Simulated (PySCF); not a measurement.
**Vertical excitation energies**

Hydrogen diatomic, H2.
SMILES: `[H][H]`

Level of theory: TDDFT CAM-B3LYP/aug-cc-pVTZ, vertical, gas phase, core orbitals frozen in the response in PySCF 2.14.0, density-fitted response routines. Geometry: PBE0-D3(BJ)/def2-TZVP; no solvent, vibrations or thermal averaging.

Q: What does the calculation give for the low-lying excited states?

A: 

```csv
state,E (eV),λ (nm),ν̃ (cm⁻¹),f,symmetry,"main configurations (H = HOMO, L = LUMO)"
S1,11.59,107.0,93470,0.208,Σu+,H→L (96%)
S2,11.83,104.8,95390,0.0000,–,H→L+1 (100%)
S3,13.72,90.4,110650,0.372,Πu,"H→L+4 (81%), H→L+3 (19%)"
S4,13.72,90.4,110650,0.372,Πu,"H→L+3 (81%), H→L+4 (19%)"
S5,14.55,85.2,117360,0.251,Σu+,H→L+2 (96%)
S6,16.62,74.6,134080,0.0000,–,H→L+5 (97%)
S7,16.74,74.1,134990,0.0000,–,"H→L+6 (57%), H→L+7 (42%)"
S8,16.74,74.1,134990,0.0000,–,"H→L+7 (57%), H→L+6 (42%)"
S9,20.17,61.5,162680,0.0000,–,H→L+8 (98%)
S10,20.42,60.7,164690,0.107,Σu+,H→L+9 (99%)
```

Triplets (Tamm–Dancoff): T1 10.05 eV, H→L (59%), H→L+2 (37%); T2 11.26 eV, H→L+1 (96%); T3 12.69 eV, H→L+4 (84%), H→L+3 (15%); T4 12.69 eV, H→L+3 (84%), H→L+4 (15%).

The lowest singlet lies at 11.59 eV (107 nm, vacuum ultraviolet) and is strong; its leading configuration is HOMO→LUMO (96%). The strongest level in the table is S3/S4 at 13.72 eV (90 nm, f = 0.743 summed). S3/S4 and S7/S8 lie within about 0.01 eV of each other in each set; the point group D∞h has degenerate representations, and within a degenerate level the listed configurations can mix freely. Orbital energies (eV): HOMO -13.59, LUMO 0.94, LUMO+1 0.98, LUMO+2 3.75. Weighted by f, the mean energy of these states is 14.09 eV. The oscillator strengths of these states sum to 1.308; summed over the whole spectrum of an exact calculation they would give the number of electrons, 2 (Thomas–Reiche–Kuhn). Symmetry labels in D∞h follow from the direction of the transition dipole and are given only for states with f of 0.002 or more. Orbitals of the list HOMO to LUMO+2 that lie within 0.01 eV of each other are written together with a slash and their weights summed (≥ marks a lower bound); for degenerate orbitals outside that list single weights are arbitrary. Singlets were solved by full linear response, triplets in the Tamm–Dancoff approximation.
